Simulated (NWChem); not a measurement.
System: C$_{2}$H$_{6}$Si, singlet; SMILES C[Si]C

Excerpt of the output:

```
             Northwest Computational Chemistry Package (NWChem) 7.3.0
             --------------------------------------------------------

 C2  symmetry detected

                             Geometry "geometry" -> ""
                             -------------------------

 Output coordinates in angstroms (scale by  1.889725989 to convert to a.u.)

  No.       Tag          Charge          X              Y              Z
 ---- ---------------- ---------- -------------- -------------- --------------
    1 Si                  14.0000     0.00000000     0.00000000     0.75442231
    2 C                    6.0000    -1.43852184    -0.00792002    -0.49747269
    3 H                    1.0000    -2.40423089    -0.29901125    -0.05755569
    4 H                    1.0000    -1.25026890    -0.60498674    -1.40618569
    5 H                    1.0000    -1.54193494     1.04475490    -0.83237869
    6 C                    6.0000     1.43852184     0.00792002    -0.49747269
    7 H                    1.0000     1.25026890     0.60498674    -1.40618569
    8 H                    1.0000     1.54193494    -1.04475490    -0.83237869
    9 H                    1.0000     2.40423089     0.29901125    -0.05755569

 Effective nuclear repulsion energy (a.u.)      97.0502259579

      Symmetry information
      --------------------

 Group name             C2
 Group number              4
 Group order               2
 No. of unique centers     5

                                 NWChem DFT Module
                                 -----------------

 Summary of "ao basis" -> "ao basis" (spherical)
 ------------------------------------------------------------------------------
       Tag                 Description            Shells   Functions and Types
 ---------------- ------------------------------  ------  ---------------------
 Si                         6-31+g*                 10       22   5s4p1d
 C                          6-31+g*                  8       18   4s3p1d
 H                          6-31+g*                  2        2   2s

      Symmetry analysis of basis
      --------------------------

        a          36
        b          34

            General Information
            -------------------
          SCF calculation type: DFT
          Wavefunction type:  closed shell.
          No. of atoms     :     9
          No. of electrons :    32
           Alpha electrons :    16
            Beta electrons :    16
          Charge           :     0
          Spin multiplicity:     1
          Use of symmetry is: on ; symmetry adaption is: on
          Maximum number of iterations: 150
          AO basis - number of functions:    70
                     number of shells:    38
          Convergence on energy requested:  1.00D-06
          Convergence on density requested:  1.00D-05
          Convergence on gradient requested:  5.00D-04

              XC Information
              --------------
                         B3LYP Method XC Potential
                     Hartree-Fock (Exact) Exchange  0.200
                        Slater Exchange Functional  0.800 local
                    Becke 1988 Exchange Functional  0.720 non-local
              Lee-Yang-Parr Correlation Functional  0.810
                  VWN I RPA Correlation Functional  0.190 local

             Grid Information
             ----------------
          Grid used for XC integration:  medium
          Radial quadrature: Mura-Knowles
          Angular quadrature: Lebedev.
          Tag              B.-S. Rad. Rad. Pts. Rad. Cut. Ang. Pts.
          ---              ---------- --------- --------- ---------
          Si                  1.10       88          11.0       590
          C                   0.70       49          12.0       434
          H                   0.35       45          12.0       434
          Grid pruning is: on
          Number of quadrature shells:   272
          Spatial weights used:  Erf1

      Superposition of Atomic Density Guess
      -------------------------------------

 Sum of atomic energies:        -367.13415672

      Non-variational initial energy
      ------------------------------

 Total energy =    -368.551771
 1-e energy   =    -696.511894
 2-e energy   =     230.909897
 HOMO         =      -0.212798
 LUMO         =      -0.059775

      Symmetry analysis of molecular orbitals - initial
      -------------------------------------------------

  Numbering of irreducible representations:

     1 a           2 b

  Orbital symmetries:

     1 a           2 a           3 b           4 a           5 b
     6 a           7 b           8 a           9 b          10 a
    11 a          12 b          13 b          14 a          15 b
    16 a          17 b          18 a          19 b          20 a
    21 b          22 b          23 a          24 a          25 a
    26 b

   convergence    iter        energy       DeltaE   RMS-Dens  Diis-err
 ---------------- ----- ----------------- --------- --------- ---------
 d= 0,ls=0.0,diis     1   -369.2425572424 -4.66D+02  9.99D-03  2.44D-01
 d= 0,ls=0.0,diis     2   -369.2620667499 -1.95D-02  4.81D-03  7.55D-02
 d= 0,ls=0.0,diis     3   -369.2688333875 -6.77D-03  1.71D-03  2.71D-02
 d= 0,ls=0.0,diis     4   -369.2725771216 -3.74D-03  1.84D-04  3.64D-05
 d= 0,ls=0.0,diis     5   -369.2725836221 -6.50D-06  8.87D-05  3.91D-06
 d= 0,ls=0.0,diis     6   -369.2725843788 -7.57D-07  9.81D-06  1.81D-07

         Total DFT energy =     -369.272584378756
      One electron energy =     -699.766807722955
           Coulomb energy =      267.418479310994
    Exchange-Corr. energy =      -33.974481924735
 Nuclear repulsion energy =       97.050225957941

 Numeric. integr. density =       32.000029726856

                  Occupations of the irreducible representations
                  ----------------------------------------------

                     irrep           alpha         beta
                     --------     --------     --------
                     a                 9.0          9.0
                     b                 7.0          7.0

                       DFT Final Molecular Orbital Analysis
                       ------------------------------------

 Vector   14  Occ=2.000000D+00  E=-3.936716D-01  Symmetry=b
              MO Center= -1.2D-12,  6.0D-13, -5.3D-01, r^2= 4.0D+00
   Bfn.  Coefficient  Atom+Function         Bfn.  Coefficient  Atom+Function
  ----- ------------  ---------------      ----- ------------  ---------------
    27      0.269989  2 C  pz                51     -0.269989  6 C  pz
    41      0.170899  3 H  s                 69     -0.170899  9 H  s
    25     -0.159942  2 C  px                49     -0.159942  6 C  px
    43     -0.156098  4 H  s                 65      0.156098  7 H  s
    31      0.135736  2 C  pz                55     -0.135736  6 C  pz

 Vector   15  Occ=2.000000D+00  E=-3.026382D-01  Symmetry=b
              MO Center= -4.2D-15,  1.4D-17, -1.5D-01, r^2= 3.0D+00
   Bfn.  Coefficient  Atom+Function         Bfn.  Coefficient  Atom+Function
  ----- ------------  ---------------      ----- ------------  ---------------
     7      0.362362  1 Si px                25     -0.294926  2 C  px
    49     -0.294926  6 C  px                29     -0.176468  2 C  px
    53     -0.176468  6 C  px                27     -0.162546  2 C  pz
    51      0.162546  6 C  pz                 3     -0.150299  1 Si px
    28     -0.118622  2 C  s                 52      0.118622  6 C  s

 Vector   16  Occ=2.000000D+00  E=-2.135288D-01  Symmetry=a
              MO Center=  7.3D-15, -1.9D-15,  8.9D-01, r^2= 2.9D+00
   Bfn.  Coefficient  Atom+Function         Bfn.  Coefficient  Atom+Function
  ----- ------------  ---------------      ----- ------------  ---------------
    10      0.491533  1 Si s                  9      0.454346  1 Si pz
    14      0.335513  1 Si s                  6      0.299338  1 Si s
     5     -0.178157  1 Si pz                27     -0.167587  2 C  pz
    51     -0.167587  6 C  pz                28     -0.166289  2 C  s
    52     -0.166289  6 C  s                 32     -0.158106  2 C  s

 Vector   17  Occ=0.000000D+00  E=-8.587076D-02  Symmetry=b
              MO Center=  8.5D-16,  4.6D-15,  7.7D-01, r^2= 3.3D+00
   Bfn.  Coefficient  Atom+Function         Bfn.  Coefficient  Atom+Function
  ----- ------------  ---------------      ----- ------------  ---------------
     8      0.578232  1 Si py                12      0.500300  1 Si py
    16      0.237958  1 Si py                 4     -0.214257  1 Si py
    46     -0.150772  5 H  s                 68      0.150772  8 H  s
    44      0.130277  4 H  s                 66     -0.130277  7 H  s
    34     -0.103085  2 C  py                58     -0.103085  6 C  py

 Vector   18  Occ=0.000000D+00  E=-3.507226D-03  Symmetry=a
              MO Center= -3.6D-15, -3.0D-16, -9.0D-01, r^2= 1.2D+01
   Bfn.  Coefficient  Atom+Function         Bfn.  Coefficient  Atom+Function
  ----- ------------  ---------------      ----- ------------  ---------------
    14      4.970231  1 Si s                 32     -2.397913  2 C  s
    56     -2.397913  6 C  s                 17     -1.658024  1 Si pz
    33     -0.665314  2 C  px                57      0.665314  6 C  px
    35     -0.503075  2 C  pz                59     -0.503075  6 C  pz
    28     -0.459992  2 C  s                 52     -0.459992  6 C  s

[...]
```

Level: B3LYP/6-31+G* (spherical d), vertical spin-unrestricted ions. Low-valent species are run as closed-shell singlets; no triplet was tried in these runs. Geometry: optimised at PBE0/def2-SVP.

Reconstruct the input file.

This is not unique; one that fits is the input that was run:
```
start job
memory heap 200 mb stack 900 mb global 1100 mb
geometry units angstroms noautoz
  Si     0.000000     0.000000     0.756786
  C     -1.438355     0.023296    -0.495109
  H     -2.410153    -0.246772    -0.055192
  H     -1.263102    -0.577715    -1.403822
  H     -1.518902     1.077967    -0.830015
  C      1.438355    -0.023296    -0.495109
  H      1.263102     0.577715    -1.403822
  H      1.518902    -1.077967    -0.830015
  H      2.410153     0.246772    -0.055192
end
basis spherical
  Si library 6-31+g*
  C library 6-31+g*
  H library 6-31+g*
end
dft
  xc b3lyp
  iterations 150
  vectors input atomic output neutral.movecs
end
task dft energy
charge 1
dft
  odft
  mult 2
  vectors input atomic output cation.movecs
end
task dft energy
charge -1
dft
  odft
  mult 2
  vectors input atomic output anion.movecs
end
task dft energy
```
